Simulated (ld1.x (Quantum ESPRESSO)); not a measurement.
# Before and after: ultrasoft potential for carbon

| Property | Result |
| --- | --- |
| Element | carbon |
| Generator | ld1.x (Quantum ESPRESSO) 7.5 |
| Type | ultrasoft |
| Functional | PBEsol |
| Relativity | scalar-relativistic |
| Frozen core | [He] |
| Valence charge | 4 |
| Reference configuration | 2s2 2p2 |
| Partial waves | 2s (bound): rcut 0.95, rcutus 1.20 bohr; 2s channel at 0.1 Ry: rcut 0.95, rcutus 1.20 bohr; 2p (bound): rcut 1.85, rcutus 2.10 bohr; 2p channel at 1.6 Ry: rcut 1.85, rcutus 2.10 bohr; 3d channel at 0.15 Ry: rcut 1.50, rcutus 2.05 bohr; 3d channel at 1.75 Ry: rcut 1.50, rcutus 2.05 bohr |
| Local potential | all-electron potential smoothed inside 2.10 bohr (lloc = -1) |
| Core correction | Bessel-smoothed model core inside 0.95 bohr |
| Augmentation charge | PSQ, radius 0.90 bohr |

Change: reference 2s2 2p0.

Cutoffs: the cutoffs (Ry, on a coarse ladder) from which the occupation-weighted sum of valence levels, in a spherical-Bessel basis at the reference potential, stays within 10 and 1 mRy of its value at 400 Ry; they do not see the model core or the augmentation charge, which bear on the density cutoff. Errors are all-electron minus pseudo energies relative to the spin-unpolarised reference configuration.

**Question.** What does the change do?

**Answer.** The potential gets softer (15 Ry and 25 Ry → 8 Ry and 25 Ry); neither file shows a bound ghost.

| quantity | base | changed |
| --- | --- | --- |
| cutoff, loose | 15 Ry | 8 Ry |
| cutoff, tight | 25 Ry | 25 Ry |
| bound ghosts | none | none |
| largest error over its own tests, meV | +51 | +42 |
| s: phases at 2.29 bohr within 0.05 rad from the reference energy up to (Ry; the scan ends near 5) | to the end of the scan | to the end of the scan |
| p: phases at 2.29 bohr within 0.05 rad from the reference energy up to (Ry; the scan ends near 5) | to the end of the scan | to the end of the scan |
| d: phases at 2.29 bohr within 0.05 rad from the reference energy up to (Ry; the scan ends near 5) | to the end of the scan | to the end of the scan |
| lowest overlap eigenvalue by channel | s 0.61, p 0.35, d 0.98 | s 0.66, p 0.85, d 0.97 |

Changed file: The cutoffs count occupied waves only; the empty 2p level needs 15 Ry at the loose tolerance.
